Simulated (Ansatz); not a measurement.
CH3BeF (SMILES [CH3][Be][F]) moved off its minimum; all values from Ansatz (a program for electronic structure), cores frozen in correlated methods.
(charge 0, multiplicity 1)
```xyz
6

Be    -0.09460     0.08258    -0.07586
F     -0.34472     1.10176    -1.05288
C      0.30523    -1.06848     0.92882
H      0.43199    -1.95872     0.45351
H     -0.39989    -1.24626     1.83329
H      1.23428    -0.96575     1.53431
```

Forces at PBE/def2-TZVPP (eV/Å):

```
atom      Fx      Fy      Fz
----  ------  ------  ------
Be1   -0.506   2.452  -1.978
F2     0.125  -0.878   0.845
C3    -0.246   0.905   4.722
H4     0.177  -3.058  -1.537
H5     0.413   0.170  -1.487
H6     0.035   0.409  -0.565
```

Question: Give the forces (eV/Å), the total energy and the dipole at CCSD(T)/aug-cc-pVTZ.

Answer: 
```
atom      Fx      Fy      Fz
----  ------  ------  ------
Be1   -0.612   2.826  -2.307
F2     0.167  -1.056   1.015
C3    -0.089   0.544   5.072
H4     0.137  -2.918  -1.450
H5     0.494   0.189  -1.648
H6    -0.097   0.415  -0.682
```
Energy -154.3525 hartree, dipole 1.75 D.
